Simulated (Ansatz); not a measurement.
Calculated with Ansatz (gas phase, PBE0-D4/def2-TZVP geometries, no zero-point term in ΔE). CBS: MP2 limit from def2 TZ/QZ plus the TZ coupled-cluster correction, frozen cores. Functionals use def2-TZVPP. One conformer a species, not always the lowest.

Reaction (formal exchange of groups at a C–C bond): `CC[SiH](O)O` + `N1[SiH2]P1` → `C[SiH]1NP1` + `C[SiH](O)O`

`CC[SiH](O)O`:

```xyz
13

C     0.937   -1.532   -0.217
C     0.068   -0.636    0.663
Si   -0.190    1.069   -0.031
O    -1.082    2.033    0.962
O    -0.914    0.838   -1.493
H     0.487   -1.671   -1.203
H     1.929   -1.099   -0.370
H     1.077   -2.520    0.229
H     0.508   -0.529    1.660
H    -0.917   -1.096    0.815
H     1.079    1.823   -0.191
H    -1.946    1.715    1.228
H    -1.036    1.607   -2.051
```

`N1[SiH2]P1`:

Z-matrix (Å, degrees):
```
Si
P 1 2.191
N 1 1.710 2 52.4
H 1 1.479 2 123.9 3 99.4
H 1 1.482 2 119.1 3 -106.2
H 2 1.441 1 91.3 3 103.6
H 3 1.007 1 134.2 2 -126.1
```

`C[SiH]1NP1`:

Cartesian coordinates in Å:
```
C 0.805 -0.668 1.119
Si 0.240 -0.205 -0.585
N -0.475 1.349 -0.766
P -1.809 0.232 -1.197
H 1.797 -0.253 1.318
H 0.108 -0.278 1.863
H 0.864 -1.754 1.226
H 1.154 -0.684 -1.653
H -0.262 2.085 -1.420
H -2.421 0.177 0.093
```

`C[SiH](O)O`:

Cartesian coordinates in Å:
```
C -0.469 -0.143 -1.265
Si 0.409 -0.188 0.366
O 0.932 1.354 0.618
O -0.550 -0.726 1.591
H -1.293 0.576 -1.246
H 0.216 0.159 -2.061
H -0.876 -1.125 -1.514
H 1.547 -1.140 0.385
H 1.470 1.511 1.396
H -1.386 -0.279 1.730
```

```csv
species,LC-ωPBE energy (Eh)
`CC[SiH](O)O`,-520.97055
`N1[SiH2]P1`,-687.79694
`C[SiH]1NP1`,-727.12122
`C[SiH](O)O`,-481.67121
```

(1) Work out ΔE.

(2) What do rigid-rotor, harmonic-oscillator terms from PBE0-D4/def2-TZVP frequencies (298.15 K, 1 bar) make of the CCSD(T)/CBS value? (An estimate is asked.)

Largest T1 diagnostic among the species: 0.015.

Results:

(1) ΔE = (-727.12122) + (-481.67121) − (-520.97055) − (-687.79694) = -0.02494 Eh = -0.68 eV. CCSD(T)/CBS gives -0.66 eV.

(2) Computed: ΔZPE = 0.00 eV, ΔH = -0.64 eV, ΔS = 7 J/(mol·K), ΔG = -0.66 eV.

Leaving LDA and LC-ωPBE aside and taking each functional with its dispersion term where it has one, the values, not all of them listed here, spread over 0.07 eV, from r2SCAN-D4 to BLYP-D4. At CCSD(T), def2-SVP lies +0.17 eV from the extrapolated value and def2-TZVPP +0.02 eV.
